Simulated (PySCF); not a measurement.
BClH, SMILES Cl[BH], multiplicity 2. Atoms are numbered in the order given.

```xyz
3

B     -0.2035    -1.2186     0.0000
Cl     0.0189     0.4763     0.0000
H      0.6955    -2.0035     0.0000
```
Charge 0, spin multiplicity 2.

The structure is a stationary point at PBE0-D3(BJ)/def2-TZVPD. The isomer is the one that the SMILES or the coordinates give; other isomers of the formula were not compared.

Method: CAM-B3LYP/def2-TZVPD run with PySCF.

Mulliken values depend strongly on the basis, most of all with diffuse functions as here. ESP charges are fitted to the potential on shells at 1.4 to 2.0 van der Waals radii. Atomic charges (e):

```json
[
 {"atom": "B1", "ESP fit": "___", "meta-Löwdin": "-0.05", "Mulliken spin": "0.87"},
 {"atom": "Cl2", "ESP fit": "___", "meta-Löwdin": "0.02", "Mulliken spin": "0.07"},
 {"atom": "H3", "ESP fit": "___", "meta-Löwdin": "0.03", "Mulliken spin": "0.05"}
]
```

Problem. Some entries are withheld; supply them. (The exact figures need the calculation; the answer reports its results.)

Solution. 
- B1, ESP fit: -0.09
- Cl2, ESP fit: 0.02
- H3, ESP fit: 0.08
